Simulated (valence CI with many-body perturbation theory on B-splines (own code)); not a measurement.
Values are calculated unless marked as measured or tabulated.
**Sensitivity of CI+MBPT for Au LXV**

Method: valence CI with perturbative core correlation (CI+MBPT): five valence electrons over a frozen Dirac-Fock core [Ne], radial functions for each j: 6 s, 6 p, 5 d, 3 f, 1 g, with the one-electron correlation potential Σ1, the two-electron term Σ2, the three-electron term Σ3, Breit, model QED; selected CI, second order for the rest, scaled by the run's own slope (own B-spline code, finite nucleus).

The last digits are not significant, and no measured levels were compared; by estimate large intervals hold to a few tenths of a per cent, small ones and those within an open d or f shell to about a per cent. Among the levels kept, up to 700 cm⁻¹ of a level comes from second order outside the variational space, and about a tenth of that is noise between levels of different J, which matters for small intervals.

The reference run has the lowest level (3s^2 3p1/2^2 3p3/2) J=3/2 and an ionisation energy of 7132.61 eV. Its largest variational space holds 10000 state functions.

Levels are named by their leading jj configuration (3d3/2^4 stands for four electrons in 3d with j = 3/2), which in mixed levels can hold well under half, so a name can repeat and another be missing. Letters in brackets count levels of one name in rising energy.

Changed runs:
A. factor on the speed of light 1 → 10; QED terms on → off
B. size limit of the variational space 10000 → 3000
C. Davidson tolerance 2e-05 → 0.001
D. logarithmic knot step 0.27 → 1.1 (bad on purpose)

Excitation energies of the reference run in cm⁻¹, and shifts in cm⁻¹:

```tsv
Level	Reference	B	C	D
(3s^2 3p1/2^2 3d3/2) J=3/2	2015730	-16	0	-151
(3s^2 3p1/2^2 3d5/2) J=5/2	3023490	-15	0	-157
(3s^2 3p1/2 3p3/2^2) J=3/2	3805990	-2.7	0	+821
(3s^2 3p1/2 3p3/2^2) J=5/2	3907860	-2.1	0	+808
(3s^2 3p1/2 3p3/2^2) J=1/2	4043280	+6.2	0	+795
(3s 3p1/2^2 3p3/2^2) J=5/2	5370830	-17	0	-378
(3s 3p1/2^2 3p3/2^2) J=3/2	5623150	-28	0	-72
(3s 3p1/2^2 3p3/2^2) J=1/2	5648230	-11	0	-296
(3s^2 3p1/2 3p3/2 3d3/2) J=5/2 [a]	5796550	-22	0	+656
(3s^2 3p1/2 3p3/2 3d3/2) J=1/2 [a]	5826990	-8.3	0	+657
(3s^2 3p1/2 3p3/2 3d3/2) J=3/2 [a]	5831580	-23	0	+559
(3s^2 3p1/2 3p3/2 3d3/2) J=7/2	5903930	-17	0	+657
Ionisation energy (eV)	7132.61	+0.0011	0	-0.032
```

No effect on these energies: C.

Run A ends with another lowest level, (3s^2 3p1/2 3p3/2^2) J=3/2, and an ionisation energy of 7018.06 eV.
